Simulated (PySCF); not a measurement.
Mo(O)2(OH)2 (H2MoO4), SMILES [OH][Mo](=[O])(=[O])[OH], multiplicity 1. Atoms are numbered in the order given.

```xyz
7

Mo     0.0000     0.0000    -0.0363
O      0.0000     1.3519    -1.0663
O      0.0000    -1.3519    -1.0663
O      1.5245     0.0000     1.0626
H      2.4608     0.0000     0.7919
O     -1.5245     0.0000     1.0626
H     -2.4608     0.0000     0.7919
```

Coordinates come from a PBE-D3(BJ)/def2-SVP optimisation. The geometry has at least one imaginary mode, so it is a saddle point at that level. The multiplicity is an assumed one; other spin states were not compared. The isomer is the one that the SMILES or the coordinates give; other isomers of the formula were not compared. The def2 effective core potentials stand for the cores of Mo; spin–orbit coupling is left out. Other conformers were not sampled.

Computed with B3LYP/def2-TZVP (PySCF).

Isolated molecule, no solvent.

### Question
Estimate the frontier levels, gap, dipole moment and polarisability. (The exact figures need the calculation; the answer reports its results.)

### Answer

```
Item                                                                                                              Value
---------------------------------------------------------------------------------------------  ------------------------
highest occupied level                                                                                         -8.77 eV
lowest empty level                                                                                             -2.86 eV
orbital gap                                                                                                     5.92 eV
dipole moment                                                                                                    1.38 D
quadrupole, principal values (traceless, Buckingham form, about the centre of nuclear charge)  -10.31, -8.97, 19.28 D·Å
mean static polarisability                                                                         49.5 bohr³ (7.34 Å³)
polarisability, principal values                                                                 48.2, 48.2, 52.2 bohr³
```
